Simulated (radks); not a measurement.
Task: Neutral barium: order these configurations by energy. Calculated with a radial shooting solver on a logarithmic mesh with Libxc functionals: scalar-relativistic Kohn-Sham, LDA (Slater exchange, Perdew-Wang correlation), spin-polarised, spherical densities, finite nucleus; Fermi nuclear charge, rms radius of each element as measured or else 0.836 A^(1/3) + 0.57 fm. Open shells are filled with parallel spins first. [Xe] 4f1 6s1; [Xe] 5d1 6s1; [Xe] 6s1 6p1; [Xe] 6s2.

Result: From the lowest, in eV above it: [Xe] 6s2 0.000; [Xe] 5d1 6s1 0.985; [Xe] 6s1 6p1 1.756; [Xe] 4f1 6s1 4.090.
